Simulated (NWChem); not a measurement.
## Total energies of CH₃Si

```
C
H 1 1.0932
H 1 1.0972 2 116.14
Si 1 1.7138 2 123.28 3 180.00
H 4 1.5027 1 121.95 2 180.00
```
Charge 0, spin multiplicity 2.

Everything below was run with NWChem. All single points use one geometry, from UPBE0/def2-SVP, a minimum by its harmonic frequencies.

Basis set: def2-SVP (47 functions).

```json
[
 {"method": "UHF", "total energy (Ha)": "-328.32792"},
 {"method": "UMP2", "total energy (Ha)": "-328.52491"},
 {"method": "UB2PLYP", "total energy (Ha)": "-328.98958"},
 {"method": "UPBE", "total energy (Ha)": "-328.96170"},
 {"method": "UB3LYP", "total energy (Ha)": "-329.18966"},
 {"method": "UPBE0", "total energy (Ha)": "-328.99388"}
]
```

Total energies of different functionals aren't comparable as a measure of quality: only differences taken within one method are. 

The correlated methods keep 6 core orbitals frozen. B3LYP has NWChem's definition, with VWN1-RPA local correlation. The structure started from a generated list of species. The unpaired electrons of the parent sit in orbitals of symmetry a' (Cs labels of the run); other states weren't searched. The stability of the SCF solutions was not checked. Open-shell Hartree-Fock references start from PBE0 orbitals.
